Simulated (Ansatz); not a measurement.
Gas-phase electronic energies from Ansatz, PBE0-D4/def2-TZVP geometries. CBS: MP2 limit from def2 TZ/QZ plus the TZ coupled-cluster correction, frozen cores. This one scheme is used for every species. Functionals use def2-TZVPP. Each species was taken in one conformer, which may not be the lowest.

Consider the silylene formation by 1,1-elimination: `N[Si](F)(F)S` → `F[Si]F` + `NS`.

```
       species  CAM-B3LYP-D4 energy (Eh)
`N[Si](F)(F)S`                -944.24397
      `F[Si]F`                -489.34452
          `NS`                -454.75393
```

(1) Work out ΔE.

(2) What do rigid-rotor, harmonic-oscillator terms from PBE0-D4/def2-TZVP frequencies (298.15 K, 1 bar) make of the CCSD(T)/CBS value? (Estimate.)

Largest T1 diagnostic among the species: 0.015.

## Answers

(1) ΔE = (-489.34452) + (-454.75393) − (-944.24397) = 0.14552 Eh = +91.3 kcal/mol. CCSD(T)/CBS gives +93.1 kcal/mol.

(2) Ansatz gave: ΔZPE = -1.5 kcal/mol, ΔH = +92.0 kcal/mol, ΔS = 160 J/(mol·K), ΔG = +80.6 kcal/mol.

Leaving LDA and LC-ωPBE aside and taking each functional with its dispersion term where it has one, the values, not all of them listed here, spread over 16.2 kcal/mol, from BLYP-D4 to r2SCAN0-D4. LDA lies +9.6 kcal/mol from PBE without D4. The D4 term adds +4.1 kcal/mol with B3LYP and +2.1 kcal/mol with PBE0; it sums over pairs of atoms, weighted by their polarisabilities, and B3LYP, whose exchange is more repulsive, gets the larger term.

B3LYP here is the variant with VWN-RPA as its local correlation; programs differ in this.
